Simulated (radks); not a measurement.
Question: All-electron calculation, non-relativistic Kohn-Sham, PBEsol, spin-unpolarised, spherical densities, point nucleus. Program: a radial shooting solver on a logarithmic mesh with Libxc functionals. Each species is in its NIST ground configuration. Rank Ag3+, Zr3+, Mo3+, Pd3+, Rh3+, Tc3+, Ru3+, Nb3+, Cd3+ by radius at which the density is 0.001 e/bohr^3 (bohr), largest first.

Answer: Nb3+ 3.28, Mo3+ 3.27, Tc3+ 3.24, Zr3+ 3.23, Ru3+ 3.20, Rh3+ 3.16, Pd3+ 3.11, Ag3+ 3.06, Cd3+ 3.01.
